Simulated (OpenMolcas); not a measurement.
**Os6+ in a point-charge field**

Os6+ among 6 point charges of -1.7 e arranged as an octahedron (Oh), 2.08 Å from the ion.

* Program: OpenMolcas 26.06
* Method: SS-CASPT2, IPEA 0.25 Eh, imaginary shift 0.1 Eh (closed shells correlated: 5s 5p)
* Basis: ANO-RCC-VDZP [7s6p4d2f1g]
* Scalar Hamiltonian: DKH2, point nucleus
* Active space: 2 electrons in 5 orbitals (5d)
* State averaging: 2S+1 = 3 even, 10 roots; 2S+1 = 1 even, 15 roots
* Spin-orbit coupling: RASSI with atomic mean-field integrals over the reference wave functions

The lowest spin-free states (labels of O, the rotations of Oh), above the lowest:

| State | Degeneracy | E (cm-1) | Free-ion L (%) |
| --- | --- | --- | --- |
| 3T1 | 3 | 0 | F (98) |
| 3T2 | 3 | 4720 | F (100) |
| 3A2 | 1 | 10940 | F (100) |
| 1T2 | 3 | 11780 | D (85) |
| 1E | 2 | 12750 | D (69) |
| 3T1 | 3 | 16470 | P (98) |
| 1T2 | 3 | 20130 | G (85) |
| 1A1 | 1 | 21970 | G (95) |
| 1T1 | 3 | 22630 | G (100) |
| 1E | 2 | 25660 | G (69) |
| 1A1 | 1 | 48210 | S (95) |

The lowest levels with spin-orbit coupling:

```csv
E (cm-1),Degeneracy,Label,2S+1
0,2,E,3
1070,3,T2,3 (87 %)
11440,3,T1,3
12910,3,T2,3
13890,1,A2,3
15890,1,A1,3 (88 %)
20180,3,T1,3 (89 %)
20730,2,E,3 (67 %)
20830,1,A1,3
21780,2,E,3 (65 %)
22170,3,T2,1 (51 %)
24160,3,T2,3 (68 %)
25790,3,T1,3
34410,3,T2,3 (53 %)
34570,2,E,3 (50 %)
35840,1,A1,1 (90 %)
36550,3,T1,1 (87 %)
37780,3,T2,1 (52 %)
41830,2,E,1 (73 %)
64230,1,A1,1
```

Powder χT (cm3 K/mol): 0 at 2 K, 0.00368 at 10 K, 0.0184 at 50 K, 0.0368 at 100 K, 0.0736 at 200 K, 0.111 at 300 K. The effective moment at 300 K is 2.828 √(χT) = 0.94 μB.

The lowest level has 2S+1 = 3, for which the spin-only value is χT = S(S+1) / 2 = 1.000 cm3 K/mol (g = 2). The computed 0.111 at 300 K differs by -0.889, through orbital momentum, spin-orbit coupling and any other state in reach. With a threefold ground state the orbital momentum is unquenched, so the spin-only value is not expected to hold.

A least-squares ligand-field fit to the states below 45000 cm-1, each weighted by its degeneracy and with a free common offset, gives 10Dq = 6159 cm-1, B = 842 cm-1 and C = 3593 cm-1 (C/B = 4.27), with an rms deviation of 277 cm-1.

Roots that are degenerate in the reference are averaged as groups; the widest CASPT2 spread within a group is 130 cm-1 (the 3-fold group of multiplicity 3 near 4720 cm-1 above the lowest state of its run). Shifts and gaps below about the spread of the groups concerned are not significant. Spin-orbit coupling mixes the spin-free states strongly: the lowest level takes only 66 % from its leading state, 3T1. This field is weak: 10Dq is about 6159 cm-1, while octahedral complexes of 5d ions of charge 3 and more, computed by the same method with explicit ligands, had a median near 35000 cm-1. Ground spin and moment need not be those of a real site. Free-ion shares, where given, are those of the reference states; single-state CASPT2 does not remix them. Point charges carry no covalency, so the field is a model and not that of real ligands. No measured value stands beside these numbers.
